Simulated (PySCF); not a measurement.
SMILES Cc1[c]c(C)cc(C)c1, doublet, GFN2-xTB optimised geometry.

```
20

C     -2.54    -0.29     0.00
C     -1.04    -0.20     0.00
C     -0.23    -1.30     0.00
C      1.14    -1.30     0.00
C      1.95    -2.56     0.01
C      1.75    -0.04     0.00
C      0.99     1.12     0.00
C      1.68     2.46     0.00
C     -0.39     1.04     0.00
H     -2.88    -0.75     0.93
H     -2.88    -0.92    -0.82
H     -2.99     0.69    -0.09
H      2.99    -2.35    -0.22
H      1.89    -3.03     0.99
H      1.55    -3.27    -0.72
H      2.83     0.02     0.00
H      2.21     2.61    -0.95
H      2.42     2.51     0.80
H      0.97     3.27     0.12
H     -0.99     1.94     0.00
```

Density from unrestricted CAM-B3LYP/def2-SVP (PySCF) at that geometry.

Minimum of the electron density along straight lines between bonded atoms, close to the bond critical point (lines longer than 1.1 times the sum of covalent radii, or with two minima, are not listed):

```json
[
 {"bond": "C1–C2", "length / Å": "1.499", "ρ at the minimum / e bohr⁻³": "0.256", "∇²ρ there / e bohr⁻⁵": "-0.61", "position (fraction from the first atom)": "0.49"},
 {"bond": "C2–C3", "length / Å": "1.366", "ρ at the minimum / e bohr⁻³": "0.321", "∇²ρ there / e bohr⁻⁵": "-0.84", "position (fraction from the first atom)": "0.50"},
 {"bond": "C3–C4", "length / Å": "1.367", "ρ at the minimum / e bohr⁻³": "0.320", "∇²ρ there / e bohr⁻⁵": "-0.83", "position (fraction from the first atom)": "0.50"},
 {"bond": "C4–C5", "length / Å": "1.499", "ρ at the minimum / e bohr⁻³": "0.256", "∇²ρ there / e bohr⁻⁵": "-0.61", "position (fraction from the first atom)": "0.51"},
 {"bond": "C4–C6", "length / Å": "1.396", "ρ at the minimum / e bohr⁻³": "0.305", "∇²ρ there / e bohr⁻⁵": "-0.76", "position (fraction from the first atom)": "0.50"},
 {"bond": "C6–C7", "length / Å": "1.388", "ρ at the minimum / e bohr⁻³": "0.313", "∇²ρ there / e bohr⁻⁵": "-0.81", "position (fraction from the first atom)": "0.50"},
 {"bond": "C7–C8", "length / Å": "1.502", "ρ at the minimum / e bohr⁻³": "0.256", "∇²ρ there / e bohr⁻⁵": "-0.61", "position (fraction from the first atom)": "0.51"},
 {"bond": "C2–C9", "length / Å": "1.398", "ρ at the minimum / e bohr⁻³": "0.304", "∇²ρ there / e bohr⁻⁵": "-0.76", "position (fraction from the first atom)": "0.50"},
 {"bond": "C7–C9", "length / Å": "1.386", "ρ at the minimum / e bohr⁻³": "0.314", "∇²ρ there / e bohr⁻⁵": "-0.81", "position (fraction from the first atom)": "0.50"},
 {"bond": "C1–H10", "length / Å": "1.090", "ρ at the minimum / e bohr⁻³": "0.275", "∇²ρ there / e bohr⁻⁵": "-1.02", "position (fraction from the first atom)": "0.63"},
 {"bond": "C1–H11", "length / Å": "1.089", "ρ at the minimum / e bohr⁻³": "0.276", "∇²ρ there / e bohr⁻⁵": "-1.02", "position (fraction from the first atom)": "0.63"},
 {"bond": "C1–H12", "length / Å": "1.087", "ρ at the minimum / e bohr⁻³": "0.278", "∇²ρ there / e bohr⁻⁵": "-1.03", "position (fraction from the first atom)": "0.63"},
 {"bond": "C5–H13", "length / Å": "1.087", "ρ at the minimum / e bohr⁻³": "0.277", "∇²ρ there / e bohr⁻⁵": "-1.03", "position (fraction from the first atom)": "0.63"},
 {"bond": "C5–H14", "length / Å": "1.090", "ρ at the minimum / e bohr⁻³": "0.275", "∇²ρ there / e bohr⁻⁵": "-1.02", "position (fraction from the first atom)": "0.63"},
 {"bond": "C5–H15", "length / Å": "1.088", "ρ at the minimum / e bohr⁻³": "0.277", "∇²ρ there / e bohr⁻⁵": "-1.03", "position (fraction from the first atom)": "0.63"},
 {"bond": "C6–H16", "length / Å": "1.082", "ρ at the minimum / e bohr⁻³": "0.281", "∇²ρ there / e bohr⁻⁵": "-1.06", "position (fraction from the first atom)": "0.63"},
 {"bond": "C8–H17", "length / Å": "1.090", "ρ at the minimum / e bohr⁻³": "0.275", "∇²ρ there / e bohr⁻⁵": "-1.01", "position (fraction from the first atom)": "0.63"},
 {"bond": "C8–H18", "length / Å": "1.089", "ρ at the minimum / e bohr⁻³": "0.276", "∇²ρ there / e bohr⁻⁵": "-1.02", "position (fraction from the first atom)": "0.63"},
 {"bond": "C8–H19", "length / Å": "1.087", "ρ at the minimum / e bohr⁻³": "0.278", "∇²ρ there / e bohr⁻⁵": "-1.03", "position (fraction from the first atom)": "0.63"},
 {"bond": "C9–H20", "length / Å": "1.082", "ρ at the minimum / e bohr⁻³": "0.282", "∇²ρ there / e bohr⁻⁵": "-1.06", "position (fraction from the first atom)": "0.63"}
]
```
